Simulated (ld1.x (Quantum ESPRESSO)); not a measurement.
# Cl: one change to a TM potential, before and after

* Element: Cl (Z = 17)
* Generator: ld1.x (Quantum ESPRESSO) 7.5
* Type: norm-conserving Troullier–Martins (Kleinman–Bylander form)
* Functional: PBE
* Relativity: scalar-relativistic
* Frozen core: [Ne]
* Valence charge: 7
* Reference configuration: 3s2 3p4 (charge +1)
* Partial waves: 3s (bound): rc 0.90 bohr; 3d channel at 0.45 Ry: rc 1.10 bohr; 3p (bound): rc 1.00 bohr
* Local potential: the p channel
* Core correction: none

Change: wave 3p (bound): rc 1.00 bohr becomes 3p (bound): rc 1.10 bohr.

Cutoffs: the cutoffs (Ry, on a coarse ladder) from which the occupation-weighted sum of valence levels, in a spherical-Bessel basis at the reference potential, stays within 10 and 1 mRy of its value at 400 Ry; they do not see the model core or the augmentation charge, which bear on the density cutoff. Errors are all-electron minus pseudo energies relative to the spin-unpolarised reference configuration.

Task: How do hardness, ghosts and transferability respond?

Result: The potential gets softer (140 Ry and 300 Ry → 120 Ry and 300 Ry); of the 7 tests that both files solve, the error grows in 2 and shrinks in 1 by more than 15 % and 0.3 meV (median size 34.8 → 42.8 meV); the range in which the p phases agree widens (upper end 1.0 → 4.0); neither file shows a bound ghost. A larger radius leaves more room for a smooth pseudo-wave, so fewer plane waves are needed.

```tsv
quantity	base	changed
cutoff, loose	140 Ry	120 Ry
cutoff, tight	300 Ry	300 Ry
loose cutoff by channel (10 mRy a level)	s 100 Ry, p 100 Ry	s 100 Ry, p 70 Ry
bound ghosts	none	none
error for 3s2 3p5, meV [ΔE -13.88 eV]	+7.9	+6.7
error for 3s2 3p3, meV [ΔE 25.45 eV]	+15	+13
error for 3s2 3p2, meV [ΔE 63.75 eV]	+89	+78
error for 3s1 3p6, meV [ΔE -1.72 eV]	+45	+54
error for 3s2 3p1, meV [ΔE 116.00 eV]	+270	+252
error for 3s1 3p5, meV [ΔE 12.71 eV]	+35	+43
error for 3s2 3p4.5, meV [ΔE -8.29 eV]	+2.7	+2.4
s: phases at 1.20 bohr within 0.05 rad from the reference energy up to (Ry; the scan ends near 5)	-0.5	0.4
p: phases at 1.20 bohr within 0.05 rad from the reference energy up to (Ry; the scan ends near 5)	1.0	4.0
d: phases at 1.20 bohr within 0.05 rad from the reference energy up to (Ry; the scan ends near 5)	to the end of the scan	to the end of the scan
```
